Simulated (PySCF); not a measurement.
## Bond curve of CsCl

Set-up: PySCF, scalar-relativistic core potentials, basis sets Cs def2-TZVPP with ECP46, Cl def2-TZVPP. Energies in eV from Cs + Cl in their ground configurations at the same level. All curves are PBE0. state 1: ¹Σ⁺ (singlet), closed shell; state 2: triplet, unpaired electrons σ ↑, π ↑, a second solution, started from another occupation.

```
R (Å)  state 1  state 2
2.513   -3.775   1.8636
2.630   -4.122   1.2736
2.747   -4.306   0.8629
2.834   -4.368   0.6409
2.922   -4.382   0.4734
3.010   -4.362   0.3477
3.127   -4.296   0.2281
3.273   -4.175   0.1315
3.448   -3.998   0.0642
3.682   -3.745   0.0197
```

Put a parabola through the three lowest points of the state 1 curve and estimate Re, k and ωe (reduced mass 27.68 u; 1 eV/Å² = 0.16022 mdyn/Å; ωe = 1302.8·√(k/μ) cm⁻¹).

Through R = 2.834, 2.922, 3.01 Å the second-order coefficient is 2.20 eV/Å², so Re ≈ 2.914 Å, k ≈ 0.703 mdyn/Å and ωe ≈ 208 cm⁻¹. A polynomial fit of higher order to the unrounded PBE0 energies gives Re = 2.910 Å, k = 0.754 mdyn/Å, ωe = 215 cm⁻¹; anharmonicity and rounding make the difference.

The higher-order fit for each curve: state 1: Re = 2.910 Å, ωe = 215 cm⁻¹, De = 4.38 eV. State 2 gave no clean fit.

These are scalar-relativistic numbers at best; spin–orbit coupling would shift them, the dissociation energy most.
